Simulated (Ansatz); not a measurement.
SnCl4O2H4⁺, that is cis-Sn(H2O)2Cl4 with one electron fewer. The state is a doublet with charge 1. Geometry PBE0-D4/def2-SVP, that of the neutral singlet; atoms count from 1.

```
atom   x (Å)   y (Å)   z (Å)
 Sn1  -0.432  -0.236   0.583
  O2   0.414  -1.055  -1.434
  H3  -0.311  -0.813  -2.037
  H4   0.385  -2.021  -1.352
 Cl5  -1.140   1.071   2.415
  O6   0.725   1.675  -0.099
  H7   1.590   1.511   0.315
  H8   0.326   2.409   0.393
 Cl9  -1.308  -2.406   0.882
Cl10   1.790  -0.694   1.335
Cl11  -2.038   0.559  -1.001
```

In the def2 sets Sn takes a core potential; there is no spin–orbit coupling.

Estimate the Mulliken populations from the PBE0/def2-TZVP orbitals of Ansatz.


```csv
atom,charge (e),spin (α − β)
Sn1,0.87,-0.06
O2,-0.49,0.00
H3,0.38,0.00
H4,0.39,0.00
Cl5,-0.08,0.27
O6,-0.49,0.00
H7,0.38,0.00
H8,0.39,0.00
Cl9,-0.09,0.27
Cl10,-0.12,0.25
Cl11,-0.12,0.25
```
Mulliken values depend strongly on the basis.

Where does the spin sit?

Summed by element: Sn -0.06, O 0.01, H 0.00, Cl 1.06, of 1 unpaired in all. Largest on single atoms: Cl5 0.27, Cl9 0.27, Cl10 0.25.

And the Mayer bond orders between heavy atoms (over 0.3)?

Sn1–O2 0.41 (2.33 Å); Sn1–Cl5 0.94 (2.36 Å); Sn1–O6 0.41 (2.34 Å); Sn1–Cl9 0.94 (2.36 Å); Sn1–Cl10 0.91 (2.39 Å); Sn1–Cl11 0.91 (2.39 Å).
